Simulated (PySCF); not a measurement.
SiHClBr2, SMILES Cl[SiH](Br)Br. Atoms are numbered in the order given.

```xyz
5

Si     0.5742     0.4241     0.0000
Cl    -0.2193     2.3128     0.0000
Br    -0.0909    -0.6538    -1.8044
Br    -0.0909    -0.6538     1.8044
H      2.0498     0.5134     0.0000
```
Charge 0, spin multiplicity 1.

Geometry: PBE0-D3(BJ)/def2-SVP.

The numbers are results of PBE/def2-TZVP (PySCF), not measurements.

Symmetry labels are those of the subgroup Cs that the program uses (full group Cs).

Computed valence orbital energies around the gap with their symmetry:
```tsv
orbital	symmetry	energy (eV)
HOMO−7	A'	-10.24
HOMO−6	A"	-10.15
HOMO−5	A"	-8.54
HOMO−4	A'	-8.41
HOMO−3	A'	-8.00
HOMO−2	A'	-7.74
HOMO−1	A"	-7.70
HOMO	A"	-7.43
LUMO	A'	-1.81
LUMO+1	A"	-0.93
LUMO+2	A'	-0.88
LUMO+3	A'	0.23
```
